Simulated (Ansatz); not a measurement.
W4⁻, relaxed as a doublet with UKS PBE0-D4/def2-SVPD in Ansatz, starting from packed atoms. Force threshold 0.02 eV/Å.

In the def2 sets W takes a core potential; there is no spin–orbit coupling. Another isomer (quartet) lies 0.52 eV lower at PBE0-D4/def2-TZVPD; other spin states weren't run for this one.

Start:

```xyz
4

W     0.899    0.449   -1.869
W    -1.457    1.316    0.194
W    -0.453   -1.828   -0.100
W     1.011    0.063    1.775
```

Problem. Estimate the energy that the relaxation releases and the steps that it takes.

Solution. 114.1 kcal/mol, in 12 steps; 95 s on 4 threads of Arm Neoverse V1 on a shared host. No frequencies were taken in this run, so the end may be a saddle point.

Problem. Does the start keep its bonding?

Solution. By distances, no bond broke or formed. The bond that changes most is W1–W2, from 3.25 to 2.28 Å (atoms count from 1).

Problem. Predict the relaxed structure.

Solution. 
```xyz
4

W     0.3252    0.2593   -1.5082
W    -0.8253    1.3192    0.1552
W     0.0646   -1.5553   -0.1495
W     0.4356   -0.0231    1.5024
```
Bond lengths (bridged metal pairs left out): 6 × W–W 2.28 to 3.03 Å.
